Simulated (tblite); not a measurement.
Species: C₄H₈FSSi (doublet state).
Structure used (GFN2-xTB), in Å, numbered top down from 1:
```
atom  x, y, z in Å
F1     2.1357   -1.3753    0.5218
C2     2.2475   -0.1319   -0.0533
Si3    0.5144    0.6660   -0.3105
S4     0.7281    2.5650   -1.1363
C5    -0.7337    0.4110    1.1398
C6    -1.7279   -0.3056    0.2135
C7    -0.8484   -0.4968   -1.0314
H8     2.8695    0.4722    0.6097
H9     2.7698   -0.2641   -1.0024
H10   -1.1239    1.3118    1.6023
H11   -0.3411   -0.2401    1.9162
H12   -2.0942   -1.2439    0.6253
H13   -2.5820    0.3316   -0.0078
H14   -1.3094   -0.1699   -1.9581
H15   -0.5087   -1.5221   -1.1507
```

The geometry is computed with GFN2-xTB (gas phase). This method treats the open shell by occupation alone, without spin polarisation.

Masses are those of the commonest isotopes; rigid-rotor values at the optimised geometry. The values belong to one conformer with, in the numbering `[F:1][CH2:2][Si:3]1([S:4])[CH2:5][CH2:6][CH2:7]1`, F1–C2–Si3–S4 179°, C2–Si3–C5–C6 -120°, Si3–C5–C6–C7 11°, C5–C6–C7–Si3 -11°, C2–Si3–C7–C6 120°.

Q: Give the principal moments of inertia and the rotational constants in MHz.

A: Ia = 269.95, Ib = 323.69, Ic = 497.67 u·Å²; 505379 MHz·u·Å²/I gives A = 1872, B = 1561, C = 1015 MHz.

Q: Classify the top.

A: An asymmetric top. Ray's parameter κ = (2B − A − C)/(A − C) = 0.274; −1 is the prolate and +1 the oblate limit.

Q: What does the inertial defect say?

A: Not planar: Δ = Ic − Ia − Ib = -95.97 u·Å². For a rigid frame Δ = −2 Σ m c², so Σ m c² = 47.98 u·Å² lies off the ab plane: 14.68 from hydrogen and 33.30 from heavier atoms. The atom farthest from that plane is 1.95 Å away.

Q: Give the other two planar moments, Paa and Pbb, and the rms extents of the mass along the axes.

A: Paa = Σ m a² = (Ib + Ic − Ia)/2 = 275.71 and Pbb = Σ m b² = (Ia + Ic − Ib)/2 = 221.96 u·Å². With the mass M = 135.01 u, the rms extents √(P/M) along a, b and c are 1.43, 1.28, 0.60 Å.

For this open shell read J as N, the rotation without spin; fine and hyperfine splittings come on top. Its GFN2-xTB frequencies are all real (lowest 44 cm⁻¹). These are rigid-rotor constants of the computed structure; measured ground-state constants (B0) also hold zero-point vibration.

Time: 0.83 s. Hardware: an Arm Neoverse V1 with one thread, shared host. That covers the optimisation of the geometry.
